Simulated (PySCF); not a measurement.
Interval between two levels of Ag²⁺ by level of theory

Ag²⁺ [Kr] 4d9 [2D5/2, M_J = 5/2] → Ag²⁺ [Kr] 4d8 5p1 [4G11/2, M_J = 11/2], as a difference of total energies. Computed with PySCF 2.14 in x2c-TZVPall-2c, with the two-component X2C-1e Hamiltonian. Correlated levels: [Ar] 3d10 frozen; the 6 highest virtual spinors dropped. "Screened" scales the spin-orbit matrix elements by Boettger's factors to mimic the two-electron term; Breit and QED terms are absent.

```tsv
method	interval between two levels (cm⁻¹)
GHF (spin-free)	112840
GMP2 (spin-free)	118320
GHF (screened spin-orbit)	112640
GMP2 (screened spin-orbit)	118150
```

The labels give the starting determinants; with spin-orbit coupling the two ends relaxed to ⟨J²⟩ = 8.76, ⟨L²⟩ = 6.02, ⟨S²⟩ = 0.77 and ⟨J²⟩ = 35.76, ⟨L²⟩ = 20.10, ⟨S²⟩ = 3.74.
